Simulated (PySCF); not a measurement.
**Working out the excitation energy of F²⁺**

F²⁺ [He] 2s2 2p3 (4S) → F²⁺ [He] 2s2 2p2 3s1 (4P). Computed with PySCF 2.14 in aug-cc-pVDZ-DK (4s3p2d, 23 functions), with scalar relativity by spin-free X2C-1e. Frozen: 1s2. Energies in hartree (1 hartree = 27.21139 eV):

```json
{"part": "UHF", "F²⁺ (lower)": "-97.663623", "F²⁺ (upper)": "-96.214252"}
{"part": "CCSD correlation", "F²⁺ (lower)": "-0.084901", "F²⁺ (upper)": "-0.093443"}
{"part": "(T)", "F²⁺ (lower)": "-0.000512", "F²⁺ (upper)": "-0.000997"}
```

Problem. What does Hartree-Fock give?

Solution. (-96.214252) − (-97.663623) = 1.449371 hartree = 39.439 eV.

Problem. What do CCSD and CCSD(T) give?

Solution. The CCSD correlation energies differ by -0.008542 hartree = -0.232 eV and the triples by -0.000485 hartree = -0.013 eV, so CCSD gives 39.207 eV and CCSD(T) 39.194 eV.

A double-zeta basis recovers only part of the correlation energy.
